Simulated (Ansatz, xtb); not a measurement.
Relaxing a trial structure of ClGa2H3O

The starting geometry of this gas-phase singlet was built from a drawn formula by distance geometry; its bonds are those of `[OH][Ga]([Cl])[GaH2]`.

| atom | x (Å) | y (Å) | z (Å) |
| --- | --- | --- | --- |
| Cl | -3.7228 | -1.4038 | 1.1400 |
| Ga | -2.5679 | -0.9933 | -0.5600 |
| Ga | -0.4674 | -1.9011 | -0.4885 |
| O | -2.6860 | 0.6001 | -1.2172 |
| H | -2.8732 | 0.9435 | -2.1285 |
| H | 1.0049 | -1.6215 | 0.2332 |
| H | -0.3513 | -3.1656 | -1.2944 |

Predict what becomes of its bonds when it is optimised with r2SCAN-D4/def2-SVP.

It keeps its bonds, and is `[OH][Ga]([Cl])[GaH2]`.

The energy falls by 0.87 eV over 8 steps:

| step | E − E(last) (eV) |
| --- | --- |
| 1 | 0.871 |
| 2 | 0.218 |
| 3 | 0.095 |
| 4 | 0.030 |
| 5 | 0.016 |
| 6 | 0.000 |
| 7 | 0.000 |
| 8 | 0.000 |

Final geometry (Å):

```xyz
7

Cl   -3.7814   -1.3427    1.1813
Ga   -2.4225   -0.7654   -0.4056
Ga   -0.3424   -2.0284   -0.5564
O    -3.1486    0.5862   -1.3184
H    -2.6146    0.9153   -2.0530
H     0.9121   -1.5811    0.2661
H    -0.2664   -3.3256   -1.4292
```

From the same start GFN2-xTB ends elsewhere, differing in Ga2–O4 (2.47 against 1.79 Å here), Ga3–O4 (1.77 against 3.91 Å here).

The end wasn't checked by frequencies. Run with Ansatz 0.2.0, 12 s on 2 threads of Intel(R) Xeon(R) 6975P-C (Granite Rapids) (shared host).
